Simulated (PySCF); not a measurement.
These are PBE-D3(BJ)/def2-TZVP // PBE0-D3(BJ)/def2-TZVP run with PySCF values and carry that method's errors. All species are isolated molecules in the gas phase. 

Reference species (SMILES): `N#C[Si][SiH3]` (excited triplet) (neutral, multiplicity 3).

The dipole moment is 3.94 D.

Changed species: `[SiH3][Si][SiH3]` (excited triplet) (X = silyl, multiplicity 3; the reference has X = cyano, multiplicity 3).

Give the shifts of the dipole moment.

the dipole moment drops by 3.83 D, to 0.11 D.
